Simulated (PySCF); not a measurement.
# GeHF + 2 Cl₂ → GeCl₄ + HF

Level: PBE0 in the def2-TZVP basis family, all electrons, no relativity, computed in PySCF with density fitting; open shells unrestricted.

| species | state and structure | E (Eh) | ZPE (kJ/mol) | H(298 K) − H(0) (kJ/mol) | S° (J/(mol K)) |
| --- | --- | --- | --- | --- | --- |
| GeHF | singlet, Cs, Ge–F 1.757 Å, Ge–H 1.610 Å; F–Ge–H 94.2° | -2177.13341 | 19.8 | 10.5 | 252.6 |
| Cl₂ | singlet, D∞h, Cl–Cl 1.982 Å | -920.08940 | 3.5 | 9.1 | 222.5 |
| GeCl₄ | singlet, Td, Ge–Cl 2.117 Å (×4) | -3917.17489 | 15.2 | 21.2 | 348.6 |
| HF | singlet, C∞v, H–F 0.920 Å | -100.39188 | 24.9 | 8.7 | 173.6 |

Task: What is the electronic reaction energy?

Result: At PBE0/def2-TZVP, ΔE = -668.3 kJ/mol from the differences of the total energies times 2625.5, downhill. Chlorination of this kind underlies dry etching.

Task: Add zero-point, thermal and entropy terms for 298.15 K and 1 bar.

Result: ΔZPE = 13.3 and Δ[H(298) − H(0)] = 1.2 kJ/mol give ΔH° = -653.8 kJ/mol. ΔS° = -175.4 J/(mol K), so ΔG° = -653.8 − 298.15 × (-0.1754) = -602 kJ/mol.

Only the bonding shown was studied: isomers, or loss of a ligand pair, can lie lower.
